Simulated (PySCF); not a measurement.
PySCF 2.14 output of an unrestricted PW91 calculation on a single atom or ion in cc-pVTZ-X2C (10s9p7d5f3g1h, 145 functions), with scalar relativity by spin-free X2C-1e:

```
SCF conv_tol = 1e-09
number electrons alpha = 35  beta = 34
    J. P. Perdew. In P. Ziesche and H. Eschrig, editors, Proceedings of the 75. WE-Heraeus-Seminar and 21st Annual International Symposium on Electronic Structure of Solids, 11. Berlin, 1991. Akademie Verlag.
    J. P. Perdew, J. A. Chevary, S. H. Vosko, K. A. Jackson, M. R. Pederson, D. J. Singh, and C. Fiolhais.,  Phys. Rev. B 46, 6671 (1992)
    J. P. Perdew, J. A. Chevary, S. H. Vosko, K. A. Jackson, M. R. Pederson, D. J. Singh, and C. Fiolhais.,  Phys. Rev. B 48, 4978 (1993)
    J. P. Perdew. In P. Ziesche and H. Eschrig, editors, Proceedings of the 75. WE-Heraeus-Seminar and 21st Annual International Symposium on Electronic Structure of Solids, 11. Berlin, 1991. Akademie Verlag.
    J. P. Perdew, J. A. Chevary, S. H. Vosko, K. A. Jackson, M. R. Pederson, D. J. Singh, and C. Fiolhais.,  Phys. Rev. B 46, 6671 (1992)
    J. P. Perdew, J. A. Chevary, S. H. Vosko, K. A. Jackson, M. R. Pederson, D. J. Singh, and C. Fiolhais.,  Phys. Rev. B 48, 4978 (1993)
cycle= 1 E= -13568.3605718184  delta_E= 0.13  |g|= 1.48  |ddm|= 0.647
cycle= 2 E= -13567.1957695323  delta_E= 1.16  |g|= 4.25  |ddm|= 1.01
cycle= 3 E= -13568.5365487597  delta_E= -1.34  |g|= 0.487  |ddm|= 0.615
cycle= 4 E= -13568.5633571571  delta_E= -0.0268  |g|= 0.0937  |ddm|= 0.168
cycle= 5 E= -13568.564454698  delta_E= -0.0011  |g|= 0.00715  |ddm|= 0.0405
cycle= 6 E= -13568.5644624106  delta_E= -7.71e-06  |g|= 0.000262  |ddm|= 0.00419
cycle= 7 E= -13568.5644624388  delta_E= -2.82e-08  |g|= 7.92e-05  |ddm|= 0.000552
cycle= 8 E= -13568.564462446  delta_E= -7.26e-09  |g|= 2.68e-05  |ddm|= 0.000283
cycle= 9 E= -13568.564462447  delta_E= -1.02e-09  |g|= 2.8e-06  |ddm|= 0.000135
cycle= 10 E= -13568.564462447  delta_E= -1.82e-12  |g|= 4.12e-07  |ddm|= 1.87e-05
converged SCF energy = -13568.564462447  <S^2> = 0.75079337  2S+1 = 2.0007932
```

The run itself started from symmetry-adapted Hartree-Fock orbitals and held the occupation by maximum overlap, on a logarithmic radial grid, so the iterations belong to that start.

Question: Which element, charge and spin multiplicity is this?

Answer: Tm (thulium, neutral), multiplicity 2; the state was [Xe] 4f13 6s2, 2F determinant.

Spin-orbit coupling, absent here, splits the open shell strongly.
